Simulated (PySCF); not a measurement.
Compound: aminodifluoroborane, BF2H2N.
SMILES: `NB(F)F`

Torsions of this conformer, `[NH2:1][B:2]([F:3])[F:4]`: H–N1–B2–F3 0°, H–N1–B2–F3 180°.

The closed-shell ground state was solved at several levels (PySCF, density fitting, gas phase, non-relativistic). Geometry: PBE0-D3(BJ)/def2-TZVP; no solvent, vibrations or thermal averaging.

```tsv
level	basis functions	HOMO (eV)	LUMO (eV)	gap (eV)	dipole (D)
B97-2/pcSseg-2	172	-8.41	0.42	8.83	2.72
KT3/pcSseg-2	172	-7.26	-0.61	6.65	2.66
wB97X-D/pcSseg-2	172	-10.63	2.18	12.81	2.72
```

(1) What might PBE0/pcSseg-2 (172 basis functions) give for the same quantities?

(2) Over all these levels, which gives the widest orbital gap and which the narrowest?

(3) In the pcSseg-2 basis, how does the gap go with the fixed share of exact exchange?

(4) How far do the dipole and the HOMO energy spread over the levels?

Results:

(1) HOMO -8.71 eV, LUMO 0.39 eV, gap 9.10 eV, dipole 2.74 D.

(2) wB97X-D/pcSseg-2 (range-separated hybrid) has the widest, 12.81 eV, and KT3/pcSseg-2 (GGA) the narrowest, 6.65 eV. From the narrowest to the widest the HOMO moves by -3.37 eV and the LUMO by +2.79 eV.

(3) KT3 (0 %) 6.65 eV; B97-2 (21 %) 8.83 eV; PBE0 (25 %) 9.10 eV. Each rise in the share widens the gap here.

(4) The dipole runs from 2.66 to 2.74 D (mean 2.71 D) and the HOMO from -10.63 to -7.26 eV.
